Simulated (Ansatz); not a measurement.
Reaction (ligand exchange at the Si–C bond): `F[SiH2]OC[SiH3]` + `OC(F)F` → `FC(F)O[SiH3]` + `CO[SiH2]F`

Gas-phase electronic energies from Ansatz, PBE0-D4/def2-TZVP geometries. CBS: MP2 limit from def2 TZ/QZ plus the TZ coupled-cluster correction, frozen cores. Functionals use def2-TZVPP. B3LYP here is the variant with VWN-RPA as its local correlation; programs differ in this. Each species was taken in one conformer, which may not be the lowest.

Q: Is it downhill or uphill in electronic energy at CCSD(T)/CBS, and by how much? (Best estimate.)

A: Ansatz gave: Downhill: ΔE = -98.6 kJ/mol.

Q: What do these levels give: B3LYP-D4, ωB97M-V, B2PLYP, CCSD/def2-TZVPP, MP2/def2-QZVPP, SCS-MP2/def2-QZVPP? (An estimate is asked.)

A: The calculation gave: B3LYP-D4 -98.2, ωB97M-V -96.4, B2PLYP -101.4, CCSD/def2-TZVPP -100.0, MP2/def2-QZVPP -101.8, SCS-MP2/def2-QZVPP -104.9 kJ/mol.

Largest T1 diagnostic among the species: 0.012.

In def2-TZVPP, CCSD(T) changes the Hartree–Fock value by +17.4 kJ/mol (the triples alone add +2.2 kJ/mol) and MP2 by +14.3 kJ/mol. From PBE to PBE0 (25 % exact exchange), in def2-TZVPP and without D4, ΔE moves by −4.7 kJ/mol.
